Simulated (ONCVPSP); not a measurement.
PBE ONCV dataset for indium, scalar-relativistic all-electron reference.

In (Z = 49), optimised norm-conserving Vanderbilt (ONCV), made with ONCVPSP 4.0.1 (PBE, scalar-relativistic). Core [Kr] 4d10, reference 5s2 5p1. Waves: 5s: rc 2.00 bohr, ncon 5, nbas 8, qcut 3.2 1/bohr, 1 projector; 5p: rc 2.90 bohr, ncon 4, nbas 7, qcut 2.4 1/bohr, 1 projector; d scattering state at 0.3 Ha: rc 2.85 bohr, ncon 3, nbas 5, qcut 3 1/bohr, 1 projector. Local part: polynomial inside 1.45 bohr (lpopt 5, dvloc0 1 Ha). Core correction: Teter function, parameters optimised by the program.

Poles of the logarithmic derivatives, all-electron (AE) and pseudo (PS). s: poles at 2.0 (AE) and 1.7 (PS) Ha. p: poles at 0.7, 3.9 (AE) and 0.3, 0.9, 4.0 (PS) Ha. d: poles at -0.7, 1.7 (AE) and 1.0, 2.5 (PS) Ha. Test radii: s 2.04, p 2.95, d 2.90 bohr.

* Cutoffs needed: 7.7 Ha and 36 Ha (the cutoffs (Ha) at which the residual kinetic energy of the hardest occupied pseudo-wave falls to 1 and 0.1 mHa per electron)
* Ghost test: ghosts flagged at negative energy: s at -62.1 eV; GHOST(+) flagged for p at 10.5 eV; a true bound ghost makes a file unfit for plane-wave use
* Largest excitation error: -237 meV (all-electron minus pseudo) for 5s1 5p0, out of 4 test configurations
* rms error of d²Exc/dni dnj: 7.75 mHa without and 0.07 mHa with the model core
